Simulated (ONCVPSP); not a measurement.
# What the settings do to the ONCV potential of thallium (Tl)

Base potential:

Tl (Z = 81), optimised norm-conserving Vanderbilt (ONCV), made with ONCVPSP 4.0.1 (PBEsol, fully relativistic). Core [Kr] 4d10 4f14, reference 5s2 5p6 5d10 6s1.5 (charge +1.5). Waves: 5s+6s: rc 1.15 bohr, ncon 3, nbas 6, qcut 8.6 1/bohr, 2 projectors; 5p: rc 1.45 bohr, ncon 4, nbas 7, qcut 8.2 1/bohr, 2 projectors, debl 1.4 Ha; 5d: rc 1.40 bohr, ncon 4, nbas 8, qcut 7.5 1/bohr, 3 projectors, debl 1.6 Ha. Local part: polynomial inside 0.80 bohr (lpopt 5, dvloc0 4 Ha). Core correction: Teter function, fcfact 2.25, rcfact 1.25.

Open shells are filled in proportion to 2j + 1.

In the p channel the program set the typed energies aside and used -3.056, 0.250 Ha (j = l + 1/2; the other j can differ).

All-electron outer shells of the reference configuration (PBEsol, scalar-relativistic, ld1.x):

```
shell  level (eV)  outermost node (bohr)  outermost maximum (bohr)
   5s     -143.55                   0.46                      0.80
   4f     -126.58                      –                      0.36
   5p      -88.61                   0.50                      0.91
   5d      -27.88                   0.53                      1.11
   6s      -20.82                   1.04                      2.02
```

Cutoffs, loose and tight: the cutoffs (Ha) at which the residual kinetic energy of the hardest occupied pseudo-wave falls to 1 and 0.1 mHa per electron. They do not see the model core or the augmentation charge, which bear on the density cutoff. Test errors are all-electron minus pseudo excitation energies from the reference, over the configurations 5s2 5p6 5d10 6s2 6p1; 5s2 5p6 5d10 6s2; 5s2 5p6 5d10 6s1; 5s2 5p6 5d10 6s1 6p1. A dash means not determined; rows that change the core or the reference have their own tests.

A true bound ghost makes a file unfit for plane-wave use even where its test errors are small: the radial tests pick states by their node count and pass the ghost by.

| change | outcome | cutoff, loose | cutoff, tight | bound ghosts | GHOST(+) flags above zero | largest test error (meV) |
| --- | --- | --- | --- | --- | --- | --- |
| base | generated, projector energies reset by the program | 34 Ha | 70 Ha | s | p3/2 | -0.8 |
| scalar-relativistic | generated, projector energies reset by the program | 34 Ha | 70 Ha | s | p | +5.1 |
| core [Xe] 4f14, valence charge 13; reference 5d10 6s2 6p1; waves now 6s: rc 2.05 bohr, ncon 5, nbas 9, qcut 3.8 1/bohr, 2 projectors, debl 2.9 Ha; 6p: rc 2.70 bohr, ncon 3, nbas 8, qcut 2.7 1/bohr, 1 projector; 5d: rc 1.85 bohr, ncon 4, nbas 8, qcut 8.7 1/bohr, 2 projectors, debl 1.7 Ha; local potential polynomial inside 1.20 bohr (lpopt 5, dvloc0 3 Ha) | failed: ERROR pspot: first pseudo wave function has node, program will stop | – | – | – | – | – |
| d: rc 1.66 | generated, projector energies reset by the program | 34 Ha | 70 Ha | s | p3/2 | -0.8 |
| core correction none | generated, projector energies reset by the program | 34 Ha | 70 Ha | s | p3/2 | -0.7 |
